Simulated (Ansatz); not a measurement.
Gas-phase electronic energies from Ansatz, PBE0-D4/def2-TZVP geometries. CCSD(T)/CBS is the MP2 limit (def2-TZVPP, def2-QZVPP) plus CCSD(T) − MP2 in def2-TZVPP, frozen cores. This one scheme is used for every species. Functionals use def2-TZVPP. Elements past krypton have def2 core potentials. For I outer-core shells are correlated without core-valence functions, which leaves a few kJ/mol of doubt a bond. One conformer a species, not always the lowest.

Reaction (ligand exchange at the Si–I bond): `O[SiH](F)I` + H₂S → `O[SiH](F)S` + HI

Q: Is it downhill or uphill in electronic energy at CCSD(T)/CBS, and by how much? (Best estimate.)

A: Ansatz gave: Uphill: ΔE = +5.8 kcal/mol.

Q: What do these levels give: LDA (SPW92), revPBE-D4, PBE0, RPA@PBE/def2-TZVPP, HF/def2-SVP, CCSD(T)/def2-TZVPP? (Estimate.)

A: The calculation gave: LDA (SPW92) 4.3, revPBE-D4 4.8, PBE0 5.1, RPA@PBE/def2-TZVPP 4.1, HF/def2-SVP 5.0, CCSD(T)/def2-TZVPP 4.4 kcal/mol.

Largest T1 diagnostic among the species: 0.012.

At CCSD(T), def2-SVP lies −1.7 kcal/mol from the extrapolated value and def2-TZVPP −1.3 kcal/mol. Leaving LDA and LC-ωPBE aside and taking each functional with its dispersion term where it has one, the values, not all of them listed here, spread over 2.1 kcal/mol, from B97M-V to BHLYP-D4.
